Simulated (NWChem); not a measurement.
System: CaO; SMILES [Ca]=[O]

Input file for NWChem:

```
start job
memory heap 200 mb stack 900 mb global 1100 mb
geometry units angstroms noautosym nocenter noautoz
  Ca     0.000000     0.000000    -0.516105
  O      0.000000     0.000000     1.306976
end
basis spherical
  Ca library def2-svpd
  O library def2-svpd
end
dft
  xc xpbe96 cpbe96
  iterations 150
end
tddft
  cis
  nroots 6
  notriplet
end
task tddft energy
```

Parts of the log:

```
             Northwest Computational Chemistry Package (NWChem) 7.3.0
             --------------------------------------------------------

                             Geometry "geometry" -> ""
                             -------------------------

 Output coordinates in angstroms (scale by  1.889725989 to convert to a.u.)

  No.       Tag          Charge          X              Y              Z
 ---- ---------------- ---------- -------------- -------------- --------------
    1 Ca                  20.0000     0.00000000     0.00000000    -0.51610500
    2 O                    8.0000     0.00000000     0.00000000     1.30697600

 Effective nuclear repulsion energy (a.u.)      46.4424563911

  pbe96 is a nonlocal functional; adding pw91lda local functional.

                                 NWChem DFT Module
                                 -----------------

 Summary of "ao basis" -> "ao basis" (spherical)
 ------------------------------------------------------------------------------
       Tag                 Description            Shells   Functions and Types
 ---------------- ------------------------------  ------  ---------------------
 Ca                        def2-svpd                11       27   5s4p2d
 O                         def2-svpd                 9       23   4s3p2d

            General Information
            -------------------
          SCF calculation type: DFT
          Wavefunction type:  closed shell.
          No. of atoms     :     2
          No. of electrons :    28
           Alpha electrons :    14
            Beta electrons :    14
          Charge           :     0
          Spin multiplicity:     1
          Use of symmetry is: off; symmetry adaption is: off
          Maximum number of iterations: 150
          AO basis - number of functions:    50
                     number of shells:    20
          Convergence on energy requested:  1.00D-06
          Convergence on density requested:  1.00D-05
          Convergence on gradient requested:  5.00D-04

              XC Information
              --------------
          PerdewBurkeErnzerhof Exchange Functional  1.000
            Perdew 1991 LDA Correlation Functional  1.000 local
           PerdewBurkeErnz. Correlation Functional  1.000 non-local

             Grid Information
             ----------------
          Grid used for XC integration:  medium
          Radial quadrature: Mura-Knowles
          Angular quadrature: Lebedev.
          Tag              B.-S. Rad. Rad. Pts. Rad. Cut. Ang. Pts.
          ---              ---------- --------- --------- ---------
          Ca                  1.80      112          11.0       590
          O                   0.60       49          11.0       434
          Grid pruning is: on
          Number of quadrature shells:   161
          Spatial weights used:  Erf1

      Superposition of Atomic Density Guess
      -------------------------------------

 Sum of atomic energies:        -751.35512214

      Non-variational initial energy
      ------------------------------

 Total energy =    -751.211125
 1-e energy   =   -1121.301335
 2-e energy   =     323.647754
 HOMO         =      -0.465132
 LUMO         =      -0.158918

[...]

                                NWChem TDDFT Module
                                -------------------

            General Information
            -------------------
           No. of orbitals :     100
            Alpha orbitals :      50
             Beta orbitals :      50
        Alpha frozen cores :       0
         Beta frozen cores :       0
     Alpha frozen virtuals :       0
      Beta frozen virtuals :       0
         Spin multiplicity :       1
    Number of AO functions :      50
        Use of symmetry is : off
      Symmetry adaption is : off
         Schwarz screening :  0.10D-07

              XC Information
              --------------
   PerdewBurkeErnzerhof Exchange Functional   1.00
     Perdew 1991 LDA Correlation Functional   1.00 local
    PerdewBurkeErnz. Correlation Functional   1.00 non-local

             TDDFT Information
             -----------------
          Calculation type : Tamm-Dancoff TDDFT
         Wavefunction type : Restricted singlets
          No. of electrons :      28
           Alpha electrons :      14
            Beta electrons :      14
              No. of roots :       6
          Max subspacesize :    5200
            Max iterations :     100
               Target root :       1
           Target symmetry : none
      Symmetry restriction : off
                 Algorithm : Optimal
        Davidson threshold :  0.10D-03

    6 smallest eigenvalue differences (eV)
--------------------------------------------------------
  No. Spin  Occ  Vir  Irrep   E(Occ)    E(Vir)   E(Diff)
--------------------------------------------------------
    1    1   14   15 a        -0.142    -0.091     1.386
    2    1   13   15 a        -0.147    -0.091     1.523
    3    1   12   15 a        -0.147    -0.091     1.523
    4    1   14   16 a        -0.142    -0.025     3.182
    5    1   14   17 a        -0.142    -0.025     3.182
    6    1   13   16 a        -0.147    -0.025     3.319
--------------------------------------------------------

  Entering Davidson iterations
  Restricted singlet excited states

  Iter   NTrls   NConv    DeltaV     DeltaE      Time
  ----  ------  ------  ---------  ---------  ---------
    1      6       0     0.19E+00   0.10+100        1.6
    2     12       0     0.32E-01   0.32E-01        1.6
    3     18       0     0.51E-02   0.10E-02        1.6
    4     24       4     0.34E-03   0.38E-04        1.5
    5     26       6     0.30E-04   0.11E-06        0.8
  ----  ------  ------  ---------  ---------  ---------
  Convergence criterion met

  Ground state a        -752.356633494810 a.u.

  ----------------------------------------------------------------------------
  Root   1 singlet a              0.057221916 a.u.                1.5571 eV
  ----------------------------------------------------------------------------
     Transition Moments    X -0.17643   Y -0.20659   Z -0.00000
     Dipole Oscillator Strength                    0.0028156112
     Electric Quadrupole                           0.0000000011
     Magnetic Dipole                               0.0000000190
     Total Oscillator Strength                     0.0028156313

     Occ.   13  a   ---  Virt.   15  a        0.99867
  ----------------------------------------------------------------------------
  Root   2 singlet a              0.057221916 a.u.                1.5571 eV
  ----------------------------------------------------------------------------
     Transition Moments    X  0.20659   Y -0.17643   Z -0.00000
     Dipole Oscillator Strength                    0.0028156112
     Electric Quadrupole                           0.0000000011
     Magnetic Dipole                               0.0000000190
     Total Oscillator Strength                     0.0028156313

     Occ.   12  a   ---  Virt.   15  a       -0.99867
  ----------------------------------------------------------------------------
  Root   3 singlet a              0.070140330 a.u.                1.9086 eV
  ----------------------------------------------------------------------------
     Transition Moments    X -0.00000   Y -0.00000   Z  1.29661
     Dipole Oscillator Strength                    0.0786128037
     Electric Quadrupole                           0.0000000009
     Magnetic Dipole                               0.0000000000
     Total Oscillator Strength                     0.0786128046

     Occ.   12  a   ---  Virt.   23  a       -0.07759
     Occ.   13  a   ---  Virt.   22  a       -0.07759
     Occ.   14  a   ---  Virt.   15  a       -0.96217
     Occ.   14  a   ---  Virt.   18  a       -0.20870
     Occ.   14  a   ---  Virt.   21  a        0.06958
  ----------------------------------------------------------------------------
  Root   4 singlet a              0.114433337 a.u.                3.1139 eV
  ----------------------------------------------------------------------------
     Transition Moments    X -0.60188   Y -0.15938   Z  0.00000
     Dipole Oscillator Strength                    0.0295745584
     Electric Quadrupole                           0.0000000558
     Magnetic Dipole                               0.0000003966
     Total Oscillator Strength                     0.0295750107

     Occ.   14  a   ---  Virt.   16  a       -0.89140
     Occ.   14  a   ---  Virt.   17  a        0.45172
  ----------------------------------------------------------------------------
  Root   5 singlet a              0.114433337 a.u.                3.1139 eV
  ----------------------------------------------------------------------------
     Transition Moments    X  0.15938   Y -0.60188   Z  0.00000
     Dipole Oscillator Strength                    0.0295745585
     Electric Quadrupole                           0.0000000558
     Magnetic Dipole                               0.0000003966
     Total Oscillator Strength                     0.0295750108

[...]
```

Level: PBE/def2-SVPD, TDA. The geometry was optimised at PBE-D3(BJ)/def2-SVP.
